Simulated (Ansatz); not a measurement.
Geometry optimisation, Ansatz 0.2.0, UHF/6-31G*.

Input:

```yaml
crystal:
  periodic: [false, false, false]
  atoms:
    - { symbol: Al, position_ang: [-0.000475, -5.2e-05, -0.338433] }
    - { symbol: F, position_ang: [0.034872, 0.000552, 2.564693] }
    - { symbol: Cl, position_ang: [1.79728, -7.9e-05, -1.459705] }
    - { symbol: Cl, position_ang: [-1.803455, -3.5e-05, -1.451718] }
    - { symbol: Cl, position_ang: [-0.028222, -0.000387, 4.135163] }
magnetization:
  spin_polarized: true
  initial_magnetization: 1
basis:
  gaussian: { orbitals: "6-31G*" }
hamiltonian:
  xc: hf
relax:
  f_tol: 0.03
  max_steps: 50
output:
  orbitals: {}
```

Run as:

```bash
$ ansatz run input.yaml --threads 2 --pin off --max-ram 3072MiB --backend cpu --events-out ev --progress --plain --runs-dir out
```

Question: Where does it end, and by what steps?

Answer: The run converged. After 6 steps the energy has fallen by 0.161 eV; Cl5 moved furthest, 0.60 Å.

| step | energy less start (eV) | largest force component (eV/Å) | accepted |
| --- | --- | --- | --- |
| 0 | 0.0000 | 2.140 | yes |
| 1 | -0.1111 | 0.998 | yes |
| 2 | -0.1506 | 0.180 | yes |
| 3 | -0.1580 | 0.128 | yes |
| 4 | -0.1560 | 0.317 | no |
| 5 | -0.1596 | 0.059 | yes |
| 6 | -0.1611 | 0.013 | yes |

```xyz
5
Properties=species:S:1:pos:R:3
Al -0.006 0.000 -0.737
F 0.109 0.002 3.134
Cl 1.789 0.000 -1.849
Cl -1.811 0.000 -1.835
Cl -0.082 -0.002 4.737
```

Time of the run: 12 s on 2 threads of Arm Neoverse V2, on a shared host, peak memory 0.24 GiB.
